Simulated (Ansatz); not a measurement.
HfTe2⁺. Total charge 1; quartet. Geometry B3LYP-D4/def2-TZVP; atoms count from 1.

| atom | x (Å) | y (Å) | z (Å) |
| --- | --- | --- | --- |
| Hf1 | 1.284 | 0.084 | -0.479 |
| Te2 | -0.106 | -1.047 | 1.500 |
| Te3 | -1.178 | 0.963 | -1.021 |

In the def2 sets Hf, Te take a core potential; there is no spin–orbit coupling. At PBE0-D4/def2-TZVP a doublet of charge 1 lies 0.96 eV below the quartet, each at its own geometry. Another isomer (doublet) lies 0.05 eV lower at PBE0-D4/def2-TZVP.

(1) Estimate the Mulliken populations from the PBE0/def2-TZVP orbitals of Ansatz.

(2) Where does the spin sit?

(3) And the Mayer bond orders between bonded heavy atoms (over 0.3)?

Results:

(1) 
```json
{"atom": "Hf1", "charge (e)": "0.80", "spin (α − β)": "1.01", "d electrons": "2.11"}
{"atom": "Te2", "charge (e)": "0.10", "spin (α − β)": "1.00", "d electrons": "–"}
{"atom": "Te3", "charge (e)": "0.10", "spin (α − β)": "1.00", "d electrons": "–"}
```
Mulliken values and Mayer orders depend strongly on the basis.

(2) Summed by element: Hf 1.01, Te 1.99, of 3 unpaired in all. Largest on single atoms: Hf1 1.01, Te2 1.00, Te3 1.00.

(3) Hf1–Te2 1.62 (2.67 Å); Hf1–Te3 1.62 (2.67 Å). Values over 0.3 also appear between atoms too far apart for a bond (Te2–Te3 0.64 at 3.40 Å); they arise where an orbital or an unpaired electron spreads over both atoms.
